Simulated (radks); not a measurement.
Charge is removed step by step from the 2p (averaged over the sub-levels emptied) level of neutral boron, starting from [He] 2s2 2p1. All-electron calculation, Dirac Kohn-Sham, BLYP, spin-unpolarised, spherical densities, point nucleus; open shells are shared between the two j in proportion to 2j + 1. Program: a radial shooting solver on a logarithmic mesh with Libxc functionals.

[
 {"removed (e)": "0", "E - E(0) (eV)": "0.000", "eigenvalue (eV)": "-3.537", "E minus straight line (eV)": "0.000"},
 {"removed (e)": "0.1", "E - E(0) (eV)": "0.395", "eigenvalue (eV)": "-4.365", "E minus straight line (eV)": "-0.423"},
 {"removed (e)": "0.2", "E - E(0) (eV)": "0.874", "eigenvalue (eV)": "-5.230", "E minus straight line (eV)": "-0.760"},
 {"removed (e)": "0.3", "E - E(0) (eV)": "1.442", "eigenvalue (eV)": "-6.132", "E minus straight line (eV)": "-1.010"},
 {"removed (e)": "0.4", "E - E(0) (eV)": "2.102", "eigenvalue (eV)": "-7.069", "E minus straight line (eV)": "-1.167"},
 {"removed (e)": "0.5", "E - E(0) (eV)": "2.857", "eigenvalue (eV)": "-8.038", "E minus straight line (eV)": "-1.229"},
 {"removed (e)": "0.6", "E - E(0) (eV)": "3.710", "eigenvalue (eV)": "-9.040", "E minus straight line (eV)": "-1.193"},
 {"removed (e)": "0.7", "E - E(0) (eV)": "4.666", "eigenvalue (eV)": "-10.073", "E minus straight line (eV)": "-1.055"},
 {"removed (e)": "0.8", "E - E(0) (eV)": "5.726", "eigenvalue (eV)": "-11.136", "E minus straight line (eV)": "-0.812"},
 {"removed (e)": "0.9", "E - E(0) (eV)": "6.894", "eigenvalue (eV)": "-12.228", "E minus straight line (eV)": "-0.461"},
 {"removed (e)": "1", "E - E(0) (eV)": "8.173", "eigenvalue (eV)": "-13.349", "E minus straight line (eV)": "0.000"}
]

Removing the whole electron costs 8.173 eV by Delta-SCF, against 3.537 eV from minus the eigenvalue at the starting occupation. Slater's transition state (half an electron removed) gives 8.038 eV. Integrating minus the eigenvalue over the occupation (Janak's theorem) gives 8.173 eV. The mean slope of the eigenvalue, de/dn, is 9.81 eV per electron. Ionisation energy of B in the NIST Atomic Spectra Database: 8.298 eV (measured).

Beside tabulated values, note that spin-unpolarised runs miss the spin-polarisation part of the exchange energy of open shells.
